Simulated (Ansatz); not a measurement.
`[SiH3]N[SiH](Cl)Cl` + `[OH][Ge][F]` → `[F][Ge][O][SiH3]` + `N[SiH](Cl)Cl`  (ligand exchange at the Si–N bond)

Program: Ansatz. Geometries: PBE0-D4/def2-TZVP. ΔE: electronic, gas phase. CCSD(T)/CBS adds triple-zeta CCSD(T) − MP2 to the extrapolated MP2 energy (def2 sets, frozen cores). Functionals use def2-TZVPP. B3LYP here is the variant with VWN-RPA as its local correlation; programs differ in this. For Ge outer-core shells are correlated without core-valence functions, which leaves a few kJ/mol of doubt a bond. Scalar relativity is left out up to krypton. Each species was taken in one conformer, which may not be the lowest.

(1) Is it downhill or uphill in electronic energy at CCSD(T)/CBS, and by how much? (An estimate is asked.)

(2) What do these levels give: BLYP-D4, r2SCAN-D4, B2PLYP, B3LYP, MP2/def2-SVP, CCSD/def2-SVP? (Best estimate.)

Largest T1 diagnostic among the species: 0.015.

## Answers

(1) The calculation gave: Downhill: ΔE = -42.0 kJ/mol.

(2) The calculation gave: BLYP-D4 -41.8, r2SCAN-D4 -42.0, B2PLYP -45.0, B3LYP -46.0, MP2/def2-SVP -40.4, CCSD/def2-SVP -41.5 kJ/mol.

Leaving LDA and LC-ωPBE aside and taking each functional with its dispersion term where it has one, the values, not all of them listed here, spread over 13.2 kJ/mol, from BHLYP-D4 to revPBE-D4. From BLYP to BHLYP (50 % exact exchange), in def2-TZVPP and without D4, ΔE moves by −4.3 kJ/mol. In def2-TZVPP, CCSD(T) changes the Hartree–Fock value by +13.4 kJ/mol (the triples alone add +1.8 kJ/mol) and MP2 by +13.7 kJ/mol.
